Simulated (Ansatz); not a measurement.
Kohn–Sham single points on CH₄MgOS (`C[S][Mg][OH]`).

```yaml
crystal:
  periodic: [false, false, false]
  atoms:
    - {symbol: C, position_ang: [0.184271, 1.694601, -0.390780]}
    - {symbol: S, position_ang: [1.379836, 0.563926, 0.403706]}
    - {symbol: Mg, position_ang: [0.267888, -1.428874, 0.459003]}
    - {symbol: O, position_ang: [-0.610833, -2.953207, 0.445054]}
    - {symbol: H, position_ang: [0.659729, 2.674153, -0.439761]}
    - {symbol: H, position_ang: [-0.057194, 1.383727, -1.406970]}
    - {symbol: H, position_ang: [-0.733166, 1.791992, 0.189274]}
    - {symbol: H, position_ang: [-0.998331, -3.783419, 0.684674]}
basis:
  gaussian: {orbitals: def2-TZVPP}
hamiltonian: {xc: r2scan, dispersion: d4}
output: {forces: true, orbitals: {seedname: orbitals}}
```

```sh
$ ansatz run in.yaml --threads 2 --pin off --events-out ev --progress --plain
```

Output, abridged:

```
Functional definition: r2SCAN
1139 factors; their error is unknown
mean field evaluation 1: about -19416.1856 eV, gradient 8.4e1 eV
mean field evaluation 2: about -19331.3973 eV, gradient 1.9e2 eV
mean field evaluation 4: about -19428.9887 eV, gradient 1.9e1 eV
mean field evaluation 8: about -19429.8607 eV, gradient 1.7e-1 eV
mean field evaluation 16: about -19429.8418 eV, gradient 4.6e-3 eV
mean field -19429.84177520 eV, -714.0335152187 hartree, gradient 2.2e-5 eV, S^2 0.000000; 0 other end points of the search recorded, 0 dependent functions left out
reference -19429.84178852 eV, -714.0335157084 hartree; 23, 23 occupied and 169, 169 virtual orbitals, 1139 factors
Total energy: -19429.87310298 eV, -714.0346664934 hartree
Atom 0 at     0.184271     1.694601    -0.390780 Å, force    -0.126100     0.141454    -0.089636 eV/Å
Atom 1 at     1.379836     0.563926     0.403706 Å, force     0.138873    -0.093901     0.081537 eV/Å
Atom 2 at     0.267888    -1.428874     0.459003 Å, force     0.017185     0.011914     0.003363 eV/Å
Atom 3 at    -0.610833    -2.953207     0.445054 Å, force    -0.012203    -0.026286     0.005155 eV/Å
Atom 4 at     0.659729     2.674153    -0.439761 Å, force    -0.016574    -0.020321    -0.001866 eV/Å
Atom 5 at    -0.057194     1.383727    -1.406970 Å, force     0.000272     0.011891     0.020386 eV/Å
Atom 6 at    -0.733166     1.791992     0.189274 Å, force     0.016012     0.002153    -0.016887 eV/Å
Atom 7 at    -0.998331    -3.783419     0.684674 Å, force    -0.017467    -0.026905    -0.002052 eV/Å
Dipole moment:    -0.278838    -0.092789    -0.019093 e Å
```

Run time 5.5 s (2 threads of a server CPU on a shared host); peak host memory 0.23 GiB.

With the line `hamiltonian: {xc: {name: revPBE}, dispersion: d4}` and no forces (abridged; 2.6 s):

```
Functional definition: revPBE
mean field evaluation 16: about -19428.7466 eV, gradient 3.5e-4 eV
mean field -19428.74661302 eV, -713.9932687510 hartree, gradient 6.8e-5 eV, S^2 0.000000
Total energy: -19429.12956946 eV, -714.0073421408 hartree
```

With the line `hamiltonian: {xc: {name: PBE-QIDH}}` and no forces (abridged; 5.5 s):

```
Functional definition: PBE-QIDH
mean field evaluation 16: about -19411.0973 eV, gradient 1.1e-4 eV
mean field -19411.09726264 eV, -713.3446670877 hartree, gradient 2.7e-6 eV, S^2 0.000000
8 core orbitals not correlated: weight in the atoms' cores, before any rotation towards them, 1.000 or more for the frozen orbitals, at most 0.000 for the correlated occupied ones
second order -24.09377026 eV of doubles, -0.00000000 eV of singles
Total energy: -19419.12853297 eV, -713.6398108286 hartree
```

Changing it to `hamiltonian: {xc: {name: B97M-V}}` and no forces (abridged; 11 s):

```
Functional definition: B97M-V
mean field evaluation 16: about -19428.3261 eV, gradient 1.5e-3 eV
mean field -19428.32605531 eV, -713.9778135402 hartree, gradient 3.0e-5 eV, S^2 0.000000
Total energy: -19428.32611951 eV, -713.9778158996 hartree
```

Changing it to `hamiltonian: {xc: {name: BLYP}, dispersion: d4}` and no forces (abridged; 2.2 s):

```
Functional definition: BLYP
mean field evaluation 16: about -19432.1439 eV, gradient 3.3e-4 eV
mean field -19432.14394396 eV, -714.1181183605 hartree, gradient 7.6e-5 eV, S^2 0.000000
Total energy: -19432.42570793 eV, -714.1284729953 hartree
```

Changing it to `hamiltonian: {xc: {name: LC-wPBE}, dispersion: d4}` and no forces (abridged; 2.7 s):

```
WARN the engine holds no damping parameters fitted to this dispersion correction and functional, so the run takes those fitted to pbe0 (hamiltonian.dispersion, under Limitations)
Functional definition: LC-wPBE
mean field evaluation 16: about -19426.0240 eV, gradient 3.6e-5 eV
mean field -19426.02404055 eV, -713.8932160582 hartree, gradient 3.6e-5 eV, S^2 0.000000
Total energy: -19426.13291403 eV, -713.8972170849 hartree
```

LC-ωPBE has ω = 0.4 bohr⁻¹; the program lends it PBE0's D4 damping.
